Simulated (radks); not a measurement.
Ge I, 32 electrons, occupied as [Ar] 3d9.5 4s2 4p2.5 (fractional occupations, a model configuration). Calculated with a radial shooting solver on a logarithmic mesh with Libxc functionals: scalar-relativistic Kohn-Sham, r2SCAN, spin-polarised, spherical densities, finite nucleus; open shells are filled with parallel spins first; meta-GGA in the generalised Kohn-Sham scheme; Fermi nuclear charge, rms radius 4.0742 fm.

Normalised radial functions P(r) = r R(r), r in bohr:

r,3p up,3d up
0.003118,0.0040,0.0000
0.003572,0.0051,0.0000
0.004092,0.0066,0.0000
0.004726,0.0086,0.0000
0.005415,0.0111,0.0001
0.006203,0.0142,0.0001
0.007107,0.0182,0.0002
0.008142,0.0233,0.0002
0.009329,0.0298,0.0003
0.01077,0.0385,0.0005
0.01234,0.0490,0.0008
0.01414,0.0621,0.0011
0.0162,0.0784,0.0017
0.01856,0.0985,0.0024
0.02144,0.1248,0.0036
0.02456,0.1551,0.0053
0.02814,0.1914,0.0076
0.03224,0.2342,0.0109
0.03693,0.2838,0.0156
0.04265,0.3438,0.0227
0.04887,0.4065,0.0320
0.05598,0.4736,0.0448
0.06414,0.5421,0.0623
0.07348,0.6078,0.0857
0.08487,0.6674,0.1186
0.09723,0.7063,0.1593
0.1114,0.7189,0.2108
0.1276,0.6953,0.2749
0.1462,0.6260,0.3524
0.1675,0.5037,0.4436
0.1935,0.3132,0.5536
0.2216,0.0794,0.6670
0.2539,-0.1955,0.7849
0.2909,-0.4925,0.9009
0.3333,-0.7841,1.0060
0.3849,-1.0537,1.0961
0.441,-1.2403,1.1514
0.5053,-1.3387,1.1698
0.5789,-1.3403,1.1476
0.6632,-1.2523,1.0869
0.7659,-1.0836,0.9869
0.8775,-0.8820,0.8674
1.005,-0.6698,0.7340
1.152,-0.4725,0.5972
1.32,-0.3081,0.4661
1.524,-0.1788,0.3418
1.746,-0.0983,0.2444
2,-0.0492,0.1665
2.292,-0.0220,0.1068
2.626,-0.0086,0.0640
3.008,-0.0029,0.0356
3.474,-0.0008,0.0174
3.98,-0.0002,0.0081
4.56,0.0000,0.0033
5.224,0.0000,0.0012
5.985,0.0000,0.0004
6.912,0.0000,0.0001
7.919,0.0000,0.0000
9.073,0.0000,0.0000

3p up: eigenvalue -124.25 eV, 1 radial node at r = 0.231 bohr, <r> = 0.643 bohr, 90 % of the charge inside 0.985 bohr. 3d up: eigenvalue -35.087 eV, 0 radial nodes, <r> = 0.719 bohr, 90 % of the charge inside 1.21 bohr.
